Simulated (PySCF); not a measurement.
A small calculation by hand: oscillator strength and radiative lifetime

AlF2Br, SMILES [F][Al]([F])[Br].

Coordinates come from a B3LYP-D3(BJ)/def2-SVP optimisation.

PySCF with TDA-ωB97X/def2-SVPD puts the first singlet state with f over 0.02 at 6.76 eV (vertical), with the transition dipole (0.000, -0.414, 0.000) in atomic units.

Task: Find the oscillator strength, the wavelength and the radiative lifetime that this transition would have in vacuum if emission retraced absorption.

Result: 
|μ|² = 0.1714 au, so |μ| = 1.05 D. ΔE = 6.76/27.211 = 0.2484 hartree. f = (2/3) ΔE |μ|² = 0.028 (the program prints 0.028).
λ = 1239.84/6.76 = 183 nm; ν = 54523 cm⁻¹.
Einstein's coefficient A = 0.6670 ν² f s⁻¹ (ν in cm⁻¹) = 5.6e7 s⁻¹, so τ = 1/A = 18 ns. This state is S1. The figure is the radiative limit of this one transition; relaxation, internal conversion, crossing to triplets and a medium change what is measured.
